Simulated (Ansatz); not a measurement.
Geometry optimisation, RKS B3LYP/def2-SVP (Ansatz).

input.yaml

```yaml
crystal:
  periodic: [false, false, false]
  atoms:
    - { symbol: B, position_ang: [2.2786, 0.6352, -0.7724] }
    - { symbol: C, position_ang: [1.0518, 0.9961, 0.234] }
    - { symbol: Si, position_ang: [-0.5532, 0.1536, -0.3238] }
    - { symbol: Si, position_ang: [-0.2274, -2.0553, -0.1494] }
    - { symbol: C, position_ang: [-1.9252, 0.6948, 0.7689] }
    - { symbol: F, position_ang: [-2.0933, 2.0847, 0.6729] }
    - { symbol: H, position_ang: [2.7879, 1.5604, -1.3654] }
    - { symbol: H, position_ang: [2.6335, -0.4153, -0.9493] }
    - { symbol: H, position_ang: [1.3392, 0.6597, 1.2897] }
    - { symbol: H, position_ang: [0.8879, 2.0962, 0.2905] }
    - { symbol: H, position_ang: [-0.8332, 0.5162, -1.6811] }
    - { symbol: H, position_ang: [0.0322, -2.4109, 1.2632] }
    - { symbol: H, position_ang: [0.7374, -2.4902, -1.042] }
    - { symbol: H, position_ang: [-1.5866, -2.6988, -0.5286] }
    - { symbol: H, position_ang: [-2.8615, 0.1743, 0.4783] }
    - { symbol: H, position_ang: [-1.6908, 0.4765, 1.8588] }
basis:
  gaussian: { orbitals: def2-SVP }
hamiltonian:
  xc: b3lyp
relax:
  f_tol: 0.015
  max_steps: 40
output:
  orbitals: {}
```

Launched with:

```bash
$ ansatz run input.yaml --threads 2 --pin off --max-ram 3072MiB --backend cpu --events-out ev --progress --plain --runs-dir out
```

Problem. Where does it end, and by what steps?

Solution. It converged. After 8 steps the energy has fallen by 0.700 eV; H8 moved furthest, 0.55 Å.

```tsv
step	energy less start (eV)	largest force component (eV/Å)	accepted
0	0.0000	3.020	yes
1	-0.5647	0.758	yes
2	-0.6485	0.399	yes
3	-0.6686	0.202	yes
4	-0.6872	0.190	yes
5	-0.6947	0.108	yes
6	-0.6981	0.080	yes
7	-0.6999	0.026	yes
8	-0.7003	0.007	yes
```

```xyz
16
Properties=species:S:1:pos:R:3
B 2.254 0.796 -0.733
C 1.122 1.022 0.291
Si -0.463 0.137 -0.318
Si -0.327 -2.217 -0.169
C -1.893 0.791 0.776
F -1.891 2.184 0.740
H 2.376 1.524 -1.690
H 3.001 -0.150 -0.635
H 1.322 0.606 1.293
H 0.786 2.070 0.375
H -0.760 0.528 -1.728
H 0.041 -2.627 1.220
H 0.706 -2.741 -1.111
H -1.643 -2.837 -0.509
H -2.873 0.426 0.417
H -1.781 0.465 1.826
```

Run time: 44 s on 2 threads of Intel(R) Xeon(R) Platinum 8375C CPU @ 2.90GHz (Ice Lake) (shared host), peak memory 0.43 GiB.
